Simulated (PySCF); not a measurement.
Molecular orbitals of KSr⁻

M06-2X at R = 4.794 Å; PySCF, scalar-relativistic core potentials, basis sets K def2-SVPD, Sr def2-SVPD with ECP28. State: ¹Σ⁺ (singlet), closed shell. Only the outer orbitals are listed, counted within each symmetry, core potentials removing the inner ones.

```
orbital  occ.  ε (eV)  on K (%)          main shells (%)
     2π     2  -23.44         0                 100 Sr p
     2π     2  -23.44         0                 100 Sr p
     6σ     2  -23.38         0                 100 Sr p
     3π     2  -18.80       100                  100 K p
     3π     2  -18.80       100                  100 K p
     7σ     2  -18.79       100                  100 K p
     8σ     2   -1.80        12           88 Sr s, 9 K s
     9σ     2   -0.08        70          69 K s, 25 Sr p
     4π     0    1.94        14          86 Sr p, 14 K p
     4π     0    1.94        14          86 Sr p, 14 K p
    10σ     0    2.00        40  60 Sr p, 29 K s, 10 K p
```

**Question.** Which are the highest filled and the lowest empty level, where do they sit, and how wide is the gap?

**Answer.** Highest filled 9σ at -0.08 eV (in %: 69 K s, 25 Sr p); lowest empty 4π at 1.94 eV (in %: 86 Sr p, 14 K p); the gap at M06-2X is 2.02 eV. An empty level above zero is unbound, and its energy depends on the basis.

| Property | Result |
| --- | --- |
| bond order (Mayer) | 0.82 |
| ⟨S²⟩ | 0.000 |
| charge on K (Mulliken, basis-dependent) | -0.64 |
| charge on K (Löwdin, basis-dependent) | -0.56 |
| dipole moment (positive dipole points towards Sr; it is taken about the centre of mass and depends on that origin) | 7.43 D |

Closed-shell solutions of metal pairs were not tested for spin polarisation, which can lower them a little.
